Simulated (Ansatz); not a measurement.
Species: CsCl, net charge 1, doublet state. 
Geometry from a B3LYP-D3(BJ)/def2-TZVP (Ansatz, a first-principles code) optimisation:
```
Cs
Cl 1 4.1780
```
Charge +1, spin multiplicity 2.

Parts of the frozen-core correlation energy in def2-SVP (Ansatz, hartree). Frozen orbitals: 9; correlated occupied orbitals by spin: 4 and 3; virtual: 29 and 30. UHF or UKS for open shells. No spin-orbit coupling. In def2 rows, elements after Kr have scalar-relativistic effective core potentials.

```tsv
term	value
reference (HF)	-479.05187
MP2 opposite-spin	-0.08242
MP2 same-spin	-0.02715
CCSD correlation	-0.12631
(T)	-0.00110
CCSDT minus CCSD(T)	-0.00019
CCSDT(Q) minus CCSD(T)	-0.00031
T1 diagnostic	0.006
largest doubles amplitude	0.048
<S^2> of the reference	0.756
```
